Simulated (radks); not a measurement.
The mean radii <r> (bohr) of the occupied orbitals of an atom or ion are listed with their occupations. Calculated with a radial shooting solver on a logarithmic mesh with Libxc functionals: scalar-relativistic Kohn-Sham, PBE, spin-polarised, spherical densities, finite nucleus; Fermi nuclear charge, rms radius of each element as measured or else 0.836 A^(1/3) + 0.57 fm.

orbital  occ.      <r>
1s up       1  0.05213
1s down     1  0.05213
2s down     1   0.2352
2s up       1   0.2352
2p down     3   0.2064
2p up       3   0.2064
3s down     1   0.7117
3s up       1   0.7121
3p down     3   0.7489
3p up       3   0.7498
3d up       5    1.062
4s up       1    2.906
3d down     5    1.033

Name the element and its charge. Open shells, if any, are filled with parallel spins first.

Answer. Z = 29, copper, charge 0: Cu in [Ar] 3d10 4s1. The 1s radius gives Z: for a bare nucleus <r> = (2 gamma + 1)/(2Z) with gamma = sqrt(1 - (Z/c)^2), 0.05094 bohr for Z = 29, and screening makes it slightly larger (0.05213 here). The occupations add up to 29, and the charge is Z minus that.
